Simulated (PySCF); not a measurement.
An unknown is described by computed data only.

Formula: C5H8OSi.

| Quantity | Value |
| --- | --- |
| UV, first state | lowest singlet excitation: 4.71 eV (263 nm, f = 0.131) [TDDFT PBE0/def2-SVPD] |
| 13C NMR | chemical shifts (computed TMS as zero) by class: 170.3 (1 C), 141.4 (1 C), 125.2 (1 C), 114.7 (1 C), 40.1 (1 C) ppm [GIAO PBE0/pcSseg-1] |
| Triplet | lowest triplet excitation (Tamm–Dancoff): 2.89 eV [TDA PBE0/def2-SVPD] |
| Dipole | 1.24 D [PBE0/def2-SVPD] |
| Polarisability | 85.6 au [PBE0/def2-SVPD] |
| Rotational structure | rotational constants A, B, C: 6.854, 1.277, 1.097 GHz [GFN2-xTB] |
| 1H NMR | chemical shifts (computed TMS as zero) by class: 6.72 (1 H), 5.87 (1 H), 5.82 (1 H), 5.05 (3 H), 2.96 (2 H) ppm [GIAO PBE0/pcSseg-1] |
| NMR, other nuclei | isotropic shieldings of nuclei other than C and H, by class: 241 (1 O), 391 (1 Si) ppm [GIAO PBE0/pcSseg-1] |

Gas-phase values; electronic properties from PySCF, density fitting. Levels stand in brackets. NMR shifts are as computed; neighbouring signals can stand in another order in a measured spectrum. Isolated species at its GFN2-xTB geometry (one conformer only). NMR classes are plain means over equivalent atoms (diastereotopic ones count apart unless rotation or inversion swaps them), as if these changed places fast.

Task: What is the compound? Reason from the data.

Result: Numbering: `[SiH3:1][O:2][C:3]1=[CH:4][CH:5]=[CH:6][CH2:7]1`. Its formula, C5H8OSi, gives 3 degrees of unsaturation: 1 ring and 2 π bonds in the structure found. 5 carbons fall into 5 classes; from least to most shielded: vinylic carbon bearing oxygen [C3] (170.3 ppm), alkene CH carbon [C5] (141.4 ppm), alkene CH carbon [C6] (125.2 ppm), alkene CH carbon [C4] (114.7 ppm), allylic carbon [C7] (40.1 ppm). Hydrogen classes from least to most shielded: 1 H on an alkene CH carbon, C5 (6.72 ppm), 1 H on an alkene CH carbon, C6 (5.87 ppm), 1 H on an alkene CH carbon, C4 (5.82 ppm), 3 H on an oxygen-bound silicon, Si1 (5.05 ppm), 2 H on an allylic carbon, C7 (2.96 ppm). The other shieldings belong to: 241 ppm, silyl ether oxygen [O2]; 391 ppm, oxygen-bound silicon [Si1]. S1 is mainly HOMO→LUMO (weight 0.98); the largest Löwdin shares of the orbital it empties are 0.24 on an alkene CH carbon, 0.19 on an alkene CH carbon, 0.19 on the vinylic carbon bearing oxygen and 0.13 on an alkene CH carbon, of the orbital it fills 0.19 on an alkene CH carbon, 0.18 on the vinylic carbon bearing oxygen, 0.18 on an alkene CH carbon and 0.13 on an alkene CH carbon. The optimised geometry has point group Cs and is an asymmetric top. Structure: `[SiH3]OC1=CC=CC1`. Computed isomers that give other values at the same levels: `CC#C/C=C\O[SiH3]` (13C chemical shifts (computed TMS as zero) by class: 158.0 (1 C), 98.7 (1 C), 93.5 (1 C), 80.5 (1 C), 6.0 (1 C) ppm); `CC#C/C=C/O[SiH3]` (rotational constant A: 13.228 GHz; this holds for the one conformer computed); `C=C1CC=CO[SiH2]1` (13C chemical shifts (computed TMS as zero) by class: 149.1 (1 C), 149.1 (1 C), 132.9 (1 C), 107.3 (1 C), 38.3 (1 C) ppm). The assignments are read from this structure; whether some other isomer fits the data as well wasn't checked.

The values belong to the conformer `[SiH3:1][O:2][C:3]1=[CH:4][CH:5]=[CH:6][CH2:7]1`: Si1–O2–C3–C4 180°.
